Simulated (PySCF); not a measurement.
# CuCl and its ions

M06-L; basis Cu def2-TZVPPD, Cl def2-TZVPPD; no relativity; PySCF 2.14. Neutral (UKS): singlet (closed shell), Re = 2.059 Å, ωe = 416 cm⁻¹, De = 4.00 eV, HOMO -6.10 eV, LUMO -3.24 eV.

CuCl⁻ (UKS): doublet (σ ↑), Re = 2.204 Å, ωe = 289 cm⁻¹, De = 1.57 eV to Cu (3d10 4s1) + Cl⁻. The energies at the minima are -2100.71149 hartree for CuCl and -2100.75529 for CuCl⁻.

Work out the adiabatic electron affinity, without and with harmonic zero-point energies (1 hartree = 27.2114 eV, 1 eV = 8065.5 cm⁻¹), and the change of the bond length.

At M06-L: 0.04380 hartree = 1.192 eV between the minima; the zero-point term (416.0 − 289.0)/2 cm⁻¹ = +0.008 eV makes it 1.200 eV. Re changes by +14.5 pm against the neutral. The electron enters a σ orbital; in so polar a molecule the change of length follows mostly from the change of the ionic charges.

For an ion De counts to the pair picked by the measured ionisation energies or electron affinities, which need not be the lowest pair at this level. Counting both spins, an empty level lies below a filled one in some of these solutions, because spin and occupation are held. The highest Kohn–Sham level is positive in this anion. Much of that is self-interaction error, but it also means that the finite basis helps to hold the extra electron. With d or f electrons several states lie close, and the lowest PBE0 determinant need not be the measured ground state.
